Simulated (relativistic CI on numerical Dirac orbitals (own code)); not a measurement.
d1 to d9 in one octahedral field

Computed with a parametric ligand-field model without spin-orbit coupling, by exact diagonalisation: B = 320, C = 1270, 10Dq = 22300 cm⁻¹ (Oh; |10Dq|/B = 69.7) for every shell. Energies in cm⁻¹; the field energy is (0.6 n_e − 0.4 n_t2) × 10Dq of the ground term; g labels are left out. So small a B with so large a field is typical of 4d and 5d ions, where spin-orbit coupling, left out here, reaches 1,000 to 4,000 cm⁻¹.

| Shell | Ground term | Electrons in e | Field energy | First spin-allowed bands | Lowest term of other spin |
| --- | --- | --- | --- | --- | --- |
| d1 | 2T2 | 0.000 | -8920 | 2E 22300 |  |
| d2 | 3T1 | 0.006 | -17713 | 3T2 21486, 3T1 25471 | 1T2 4550 |
| d3 | 4A2 | 0.000 | -26760 | 4T2 22300, 4T1 25952 | 2E 6401 |
| d4 | ? | ? | ? | ? | ? |
| d5 | 2T2 | 0.018 | -44207 | 2A2 20487, 2T1 20603 | 4T1 16021 |
| d6 | 1A1 | 0.013 | -53222 | 1T1 21304, 1T2 26020 | 3T1 18642 |
| d7 | 2E | 1.008 | -39951 | 2T1 21236, 2T2 21563 | 4T1 16022 |
| d8 | 3A2 | 2.000 | -26760 | 3T2 22300, 3T1 25952 | 1E 5073 |
| d9 | 2E | 3.000 | -13380 | 2T2 22300 |  |

(1) Fill in the row of d4.

Answers

(1) Ground term: 3T1; Electrons in e: 0.009; Field energy: -35481; First spin-allowed bands: 3E 20999, 3T1 21307; Lowest term of other spin: 1T2 3993. Low spin: d4, d5, d6, d7; the other shells keep the spin of the free ion. Only d4 to d7 can choose; the field needed to pair spins is smallest for d6 and largest for d5, which loses most exchange energy. In the strong-field picture 10Dq must exceed about 6B + 5C = 8270 (d4), 7.5B + 5C = 8750 (d5), 2.5B + 4C = 5880 (d6) and 4B + 4C = 6360 (d7); mixing of terms shifts these bounds somewhat.
